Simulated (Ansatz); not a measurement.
```yaml
crystal:
  periodic: [false, false, false]
  atoms:
    - {symbol: C, position_ang: [2.097054, -0.412179, -2.249078]}
    - {symbol: N, position_ang: [1.712460, -0.288203, -0.857548]}
    - {symbol: Hf, position_ang: [-0.195974, -0.224073, -0.150423]}
    - {symbol: F, position_ang: [-1.332197, -1.526099, -1.029699]}
    - {symbol: N, position_ang: [-0.872671, 1.676454, -0.426736]}
    - {symbol: C, position_ang: [-2.254729, 2.105037, -0.351429]}
    - {symbol: N, position_ang: [-0.100757, -0.540714, 1.858754]}
    - {symbol: C, position_ang: [0.038660, -1.828977, 2.507244]}
    - {symbol: H, position_ang: [2.721238, 0.424501, -2.587337]}
    - {symbol: H, position_ang: [1.208269, -0.419534, -2.889326]}
    - {symbol: H, position_ang: [2.641174, -1.341752, -2.457383]}
    - {symbol: H, position_ang: [2.518106, -0.301979, -0.247468]}
    - {symbol: H, position_ang: [-0.263994, 2.434468, -0.703075]}
    - {symbol: H, position_ang: [-2.631938, 2.489764, -1.307032]}
    - {symbol: H, position_ang: [-2.898699, 1.262555, -0.076955]}
    - {symbol: H, position_ang: [-2.411945, 2.881461, 0.407866]}
    - {symbol: H, position_ang: [-0.213095, 0.203701, 2.532999]}
    - {symbol: H, position_ang: [-0.826801, -2.085595, 3.130626]}
    - {symbol: H, position_ang: [0.934749, -1.886093, 3.137993]}
    - {symbol: H, position_ang: [0.131080, -2.622725, 1.757997]}
basis:
  gaussian: {orbitals: ANO-RCC-VTZP}
magnetization: {spin_polarized: true, initial_magnetization: 6}
hamiltonian: {xc: {name: PBE}, pseudopotentials: {relativity: scalar}}
correlation: {method: rpa, electrons: all}
```

```sh
$ ansatz run in.yaml --threads 4 --pin off --events-out ev --progress --plain --max-ram 46080MiB --backend cuda --devices 0, --max-vram 37GiB
```

It prints (some lines left out):

```
Functional definition: PBE
3159 factors; integrals over basis functions are off by at most 1.0e-3 eV
mean field evaluation 1: about -420809.6617 eV, gradient 8.7e1 eV
mean field evaluation 2: about -420809.6595 eV, gradient 8.7e1 eV
mean field evaluation 4: about -420830.2317 eV, gradient 3.4e1 eV
mean field evaluation 8: about -420836.7422 eV, gradient 5.1e0 eV
mean field evaluation 16: about -420836.8499 eV, gradient 1.4e-2 eV
mean field -420836.84987920 eV, -15465.4689795985 hartree, gradient 3.3e-6 eV, S^2 12.008419; 10 other end points of the search recorded, 0 dependent functions left out
reference -420638.50631620 eV, -15458.1799881005 hartree; 69, 63 occupied and 413, 419 virtual orbitals, 3159 factors
Total energy: -420761.63234747 eV, -15462.7047862918 hartree
Relativity: scalar
```

(1) What is wrong with this run?

Answers

(1) The spin is set far too high for this molecule. The run converged. The result belongs to that input, not to the molecule as meant.
